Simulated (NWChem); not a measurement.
C₅H₂F₂; SMILES C(F)(F)=C=CC#C

Computed with NWChem. The geometry was optimised at PBE-D3(BJ)/def2-SVP. Level: M05-2X/def2-SVP with SMD (1 M gas to 1 M solution), gas-phase geometry.

Problem. Predict the results for solvent water. Quantities: solvation free energy (kcal/mol); cavity-dispersion-structure term (kcal/mol); dipole in solution (D).

Solution. 
- solvation free energy (kcal/mol): 1.2
- cavity-dispersion-structure term (kcal/mol): 6.1
- dipole in solution (D): 2.60
